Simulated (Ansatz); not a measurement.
Two structures of SiH$_{3}$SF$_{3}$, singlet, reached by relaxing down either side of one saddle point (PBE0-D4/def2-TZVP). Energies are electronic, without zero-point energy. Ansatz 0.2.0; basis: def2-TZVPP and def2-QZVPP; cores frozen in the correlated methods. Extrapolation: Hartree–Fock as exp(−7.88 √X), correlation as X^−2.97. First:

Si1  (-0.927, -0.634, -0.369)
S2  (0.270, -0.191, 1.328)
F3  (-0.108, -0.406, -1.700)
F4  (-2.122, 0.395, -0.316)
H5  (-1.445, -2.009, -0.383)
H6  (1.331, 1.611, 0.431)
F7  (1.787, 2.318, 0.032)
H8  (1.213, -1.085, 0.977)
(Å)

Second:

```xyz
8
angstrom
Si -0.6486 -0.0264 -1.1324
S 0.8554 -0.5926 2.0836
F -1.3087 0.2203 -2.5428
F -1.1266 1.1414 -0.1883
H -1.0407 -1.3367 -0.6263
H 0.4112 0.6560 2.2940
F 0.9107 0.0937 -1.3253
H 1.9473 -0.1557 1.4374
```

Q: Which bonds change from the first to the second?

A: SiH₂SF₂ ([F][SiH]([F])[SH]) + HF → SiHF₃ ([F][SiH]([F])[F]) + H₂S; bonds formed: Si1–F7, S2–H6; bonds broken: Si1–S2, H6–F7.

Q: Give the saddle point's structure and its height above each. (Judge from chemistry; the value comes from the calculation.)

A: By the calculation: 115.3 kJ/mol above the first and 208.3 kJ/mol above the second (CCSD(T) at an estimated basis limit (MP2 extrapolated from triple and quadruple zeta, plus CCSD(T) − MP2 in triple zeta)).
```xyz
8
angstrom
Si -0.5840 -0.0790 -0.4558
S 0.5717 -0.3051 1.6022
F 0.1409 -0.3972 -1.8350
F -1.7993 0.9397 -0.4390
H -1.2960 -1.3602 -0.2725
H 0.9404 0.9353 0.6994
F 0.5581 1.3949 -0.3286
H 1.4682 -1.1285 1.0293
```

The T1 diagnostic stays at or below 0.013.

Labels in which every atom is bracketed show which atoms are joined, not bond orders.

For scale, one of the runs: CCSD(T)/def2-TZVPP, 219 basis functions, launched by `ansatz run in.yaml --threads 4 --pin off --events-out ev --progress --plain --max-ram 9574MiB`. Hardware: 4 CPU threads of an Arm Neoverse V2, shared host. Wall time 80 s; peak host memory 3.4 GiB.
